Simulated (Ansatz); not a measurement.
CH7AlFNSi, SMILES `C[N]([SiH3])[AlH][F]`, relaxed with RKS PBE0-D4/def2-TZVP in the Gaussian-basis code of Ansatz from a PBE-D4/def2-SVP geometry. The force threshold is 0.005 eV/Å; the program also tests the step.

Total charge 0; spin multiplicity 1.

Start:

```xyz
12

C    -1.029   -0.800   -0.723
N    -0.054    0.093   -0.081
Si    0.983   -0.636    1.146
Al    0.011    1.818   -0.580
F     1.107    2.849    0.163
H    -1.624   -0.262   -1.492
H    -1.754   -1.225    0.009
H    -0.537   -1.658   -1.235
H     1.913    0.428    1.649
H     1.773   -1.784    0.564
H     0.166   -1.191    2.288
H    -0.957    2.368   -1.708
```

```csv
step,energy (eV),largest force (eV/Å),largest move (Å)
1,-19826.3122,0.663,0.000
2,-19826.3632,0.397,0.029
3,-19826.3744,0.061,0.022
4,-19826.3746,0.053,0.015
5 (rejected),-19826.3725,0.141,0.030
6,-19826.3750,0.012,0.015
7,-19826.3751,0.004,0.008
```

End:

```xyz
12

C    -1.014   -0.793   -0.709
N    -0.043    0.100   -0.075
Si    0.965   -0.627    1.129
Al    0.014    1.799   -0.578
F     1.098    2.816    0.133
H    -1.609   -0.262   -1.459
H    -1.714   -1.213    0.022
H    -0.521   -1.629   -1.218
H     1.886    0.410    1.656
H     1.748   -1.756    0.548
H     0.143   -1.189    2.238
H    -0.954    2.344   -1.688
```

Run time 28 s (4 threads of an Arm Neoverse V1 on a shared host); peak host memory 0.57 GiB.
